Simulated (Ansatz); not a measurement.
```xyz
12

C    -1.090   -0.899   -1.098
B     0.368   -0.546   -0.649
C     0.767   -0.306    0.802
Al    0.469    1.620    1.106
H    -1.828   -0.932   -0.293
H    -1.449   -0.215   -1.876
H    -1.075   -1.885   -1.581
H     1.201   -0.394   -1.508
H     0.109   -0.769    1.547
H     1.826   -0.442    1.037
H    -0.992    2.142    1.435
H     1.695    2.625    1.077
```

The species carries charge 0 and has multiplicity 1.

**Question.** List the B3LYP/def2-TZVPP orbital energies in eV (Ansatz). (An estimate is asked.)

**Answer.** Ansatz gave: Occupied: -1524.57, -276.04, -275.95, -183.13, -112.55, -73.31, -73.08, -73.07, -19.32, -18.37, -12.66, -11.81, -11.30, -10.85, -10.70, -9.12, -8.53, -8.29, -7.85. Lowest empty: -1.98, -0.12, 0.38, 0.94, 1.33, 1.76, 2.11, 2.31.

B3LYP here is the variant with VWN-RPA as its local correlation; programs differ in this.
